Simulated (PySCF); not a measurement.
ethane (C₂H₆), singlet, at a GFN2-xTB geometry. Base run: PBE/6-31G** (PySCF).

PySCF was given this input:
```python
from pyscf import gto, scf, dft

mol = gto.M(
    atom='''
C    -0.000634   -0.004602    0.760696
C     0.000634    0.004602   -0.760696
H     0.005317    1.011178    1.149761
H    -0.885803   -0.510532    1.139811
H     0.877625   -0.521403    1.141215
H    -0.005317   -1.011178   -1.149761
H    -0.877625    0.521403   -1.141215
H     0.885803    0.510532   -1.139811
''',
    basis='6-31g**',
    charge=0,
    spin=0,
    verbose=4,
)

mf = dft.RKS(mol)
mf.xc = 'pbe'
mf.kernel()
```

Each row names what was changed in the base input (with any setting that the change needs).

| change | ΔE vs base (mEh) | fitting functions |
|---|---|---|
| base | 0.000 | - |
| auxbasis = default (with mf = mf.density_fit()) | -0.100 | 278 |
| auxbasis = autoaux | -0.025 | 376 |
| auxbasis = def2-svp-ri | … | … |
| auxbasis = cc-pvtz-ri | -0.172 | 342 |
| auxbasis = def2-universal-jfit | -0.145 | 164 |
| auxbasis = even-tempered beta=1.6 | -0.002 | 602 |
| auxbasis = def2-universal-jkfit | -0.055 | 258 |
| auxbasis = cc-pvqz-jkfit | -0.016 | 518 |
| auxbasis = even-tempered beta=3.0 | … | … |

Question: Fill in the missing entries.

Answer: 
- auxbasis = def2-svp-ri, ΔE vs base (mEh): -2.910
- auxbasis = def2-svp-ri, fitting functions: 180
- auxbasis = even-tempered beta=3.0, ΔE vs base (mEh): -0.358
- auxbasis = even-tempered beta=3.0, fitting functions: 280

A fitting set is made for a task (jfit for Coulomb, jkfit for Coulomb and exchange, ri for correlation) and for a family of orbital bases.
